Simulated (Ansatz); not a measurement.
Total energies of C3H11NTi, SMILES `[CH3][Ti]([CH3])([CH3])[NH2]`.

```json
{"atom": "C1", "x (Å)": "1.7621", "y (Å)": "0.8663", "z (Å)": "0.1550"}
{"atom": "Ti2", "x (Å)": "-0.0506", "y (Å)": "-0.1388", "z (Å)": "0.1503"}
{"atom": "C3", "x (Å)": "-0.1386", "y (Å)": "-1.2180", "z (Å)": "-1.6124"}
{"atom": "C4", "x (Å)": "-1.5320", "y (Å)": "1.3047", "z (Å)": "0.1935"}
{"atom": "N5", "x (Å)": "-0.1238", "y (Å)": "-1.2543", "z (Å)": "1.6594"}
{"atom": "H6", "x (Å)": "1.8753", "y (Å)": "1.4738", "z (Å)": "1.0587"}
{"atom": "H7", "x (Å)": "2.6004", "y (Å)": "0.1638", "z (Å)": "0.1061"}
{"atom": "H8", "x (Å)": "1.8035", "y (Å)": "1.5258", "z (Å)": "-0.7204"}
{"atom": "H9", "x (Å)": "-1.1575", "y (Å)": "-1.5876", "z (Å)": "-1.7749"}
{"atom": "H10", "x (Å)": "0.1374", "y (Å)": "-0.5710", "z (Å)": "-2.4532"}
{"atom": "H11", "x (Å)": "0.5458", "y (Å)": "-2.0733", "z (Å)": "-1.5950"}
{"atom": "H12", "x (Å)": "-2.5085", "y (Å)": "0.8452", "z (Å)": "0.0020"}
{"atom": "H13", "x (Å)": "-1.3380", "y (Å)": "2.0522", "z (Å)": "-0.5845"}
{"atom": "H14", "x (Å)": "-1.5689", "y (Å)": "1.8150", "z (Å)": "1.1622"}
{"atom": "H15", "x (Å)": "0.1676", "y (Å)": "-2.2225", "z (Å)": "1.6853"}
{"atom": "H16", "x (Å)": "-0.4743", "y (Å)": "-0.9813", "z (Å)": "2.5681"}
```

The species carries charge 0 and has multiplicity 1. Correlated methods include outer-core shells of Ti, which these sets cover unevenly. Scalar relativity is left out up to krypton. All single points use the PBE0-D4/def2-TZVP geometry. It is one conformer, not always the lowest. Basis def2-TZVPP, Ansatz.

RPA on PBE orbitals: Hartree–Fock energy of these orbitals -1022.82715 Eh, correlation -1.97797 Eh (frozen core).

```json
{"functional": "PBE", "kind": "GGA", "energy without D4 (Eh)": "-1024.78239", "D4 term (kJ/mol)": "-31.3"}
{"functional": "HSE06 (plane-wave form)", "kind": "screened hybrid", "energy without D4 (Eh)": "-1024.79510", "D4 term (kJ/mol)": "-25.3"}
```

Give the same for LDA (SPW92), revPBE, BLYP, r2SCAN, B97M-V, PBE0, B3LYP, r2SCANh, r2SCAN0, BHLYP, CAM-B3LYP, LC-ωPBE, ωB97X-V, ωB97M-V, B2PLYP, PBE-QIDH. (Best estimate.)

Computed: 
```
 functional                                       kind  energy without D4 (Eh)  D4 term (kJ/mol)
LDA (SPW92)                                        LDA             -1021.59008                 –
     revPBE                                        GGA             -1025.09775             -86.5
       BLYP                                        GGA             -1025.18395             -65.8
     r2SCAN                                   meta-GGA             -1025.11107              -8.5
     B97M-V                         meta-GGA with VV10             -1025.02699                 –
       PBE0         global hybrid, 25 % exact exchange             -1024.81435             -26.9
      B3LYP                        global hybrid, 20 %             -1025.27462             -49.5
    r2SCANh                      meta-GGA hybrid, 10 %             -1025.08641              -9.0
    r2SCAN0                      meta-GGA hybrid, 25 %             -1025.05183              -9.9
      BHLYP                        global hybrid, 50 %             -1025.07561             -39.2
  CAM-B3LYP                     range-separated hybrid             -1025.16546             -27.6
    LC-ωPBE                long-range corrected hybrid             -1024.94263                 –
    ωB97X-V       range-separated hybrid GGA with VV10             -1025.05474                 –
    ωB97M-V  range-separated hybrid meta-GGA with VV10             -1025.06370                 –
     B2PLYP                              double hybrid             -1024.90816                 –
   PBE-QIDH                              double hybrid             -1024.67274                 –
```

B3LYP takes the VWN-RPA correlation (the form of Gaussian; ORCA's B3LYP/G). HSE06 is the plane-wave form, built on full-range PBE exchange. The double hybrids freeze the cores in their second-order part.

LC-ωPBE has ω = 0.4 bohr⁻¹.
